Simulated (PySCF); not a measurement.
Isomers of C4H8OSi2 and their computed core-level spectra.

Method: delta-SCF UKS SCAN, pcX-2 on the ionised atom, pcseg-1 elsewhere, spin-free X2C (PySCF 2.14.0). Geometries: PBE0-D3(BJ)/def2-SVP; isolated species, one conformer each.

Line lists (1s up to Mg, 2p3/2 beyond; areas count atoms within a level, one atom standing for each set equivalent by bonding):
1. C 1s: 289.93 (area 1), 290.43 (area 1), 290.61 (area 1), 291.12 (area 1) eV; O 1s: 537.69 eV; Si 2p3/2: 107.33 (area 1), 107.33 (area 1) eV
2. C 1s: 289.96 (area 1), 290.02 (area 1), 291.08 (area 1), 293.00 (area 1) eV; O 1s: 537.82 eV; Si 2p3/2: 107.06 (area 1), 107.30 (area 1) eV
3. C 1s: 290.26 (area 1), 290.28 (area 1), 290.32 (area 1), 290.55 (area 1) eV; O 1s: 537.48 eV; Si 2p3/2: 107.13 (area 1), 107.28 (area 1) eV
4. C 1s: 290.03 (area 2), 290.17 (area 2) eV; O 1s: 538.21 eV; Si 2p3/2: 106.50 (area 1), 106.87 (area 1) eV

Structures:
A. `CC(=O)[SiH2]C#C[SiH3]`
B. `C#C[Si@H]1CC[SiH2]O1`
C. `[SiH2]1C=C[SiH](C=C1)O`
D. `C#C[C@@H]1C[SiH2]O[SiH2]1`

**Question.** Which list belongs to which compound?

**Answer.** 
- 1 = D: another candidate has the same counts of sites, so positions decide. C 1s: 289.93 terminal alkyne carbon, 290.43 sp3 carbon bound to silicon, 290.61 alkyne carbon, 291.12 sp3 carbon bound to silicon; O 1s: 537.69 siloxane oxygen; Si 2p3/2: 107.33 oxygen-bound silicon, 107.33 oxygen-bound silicon.
- 2 = A: another candidate has the same counts of sites, so positions decide. C 1s: 289.96 alkyne carbon, 290.02 alkyne carbon, 291.08 methyl carbon next to a carbonyl, 293.00 carbonyl carbon; O 1s: 537.82 carbonyl oxygen; Si 2p3/2: 107.06 SiH2 silicon, 107.30 SiH3 silicon.
- 3 = B: another candidate has the same counts of sites, so positions decide. C 1s: 290.26 alkyne carbon, 290.28 sp3 carbon bound to silicon, 290.32 sp3 carbon bound to silicon, 290.55 terminal alkyne carbon; O 1s: 537.48 siloxane oxygen; Si 2p3/2: 107.13 oxygen-bound silicon, 107.28 oxygen-bound silicon.
- 4 = C: no other candidate has these counts of sites. C 1s: 290.03 alkene CH carbon (×2), 290.17 alkene CH carbon (×2); O 1s: 538.21 silanol oxygen; Si 2p3/2: 106.50 SiH2 silicon, 106.87 oxygen-bound silicon.

Spin–orbit and ligand-field terms were added within each 2p shell after the spin-free SCF. 6 of these hole states are spin-contaminated (⟨S²⟩ up to 0.87, against 0.75; counted from 0.85) and less certain.
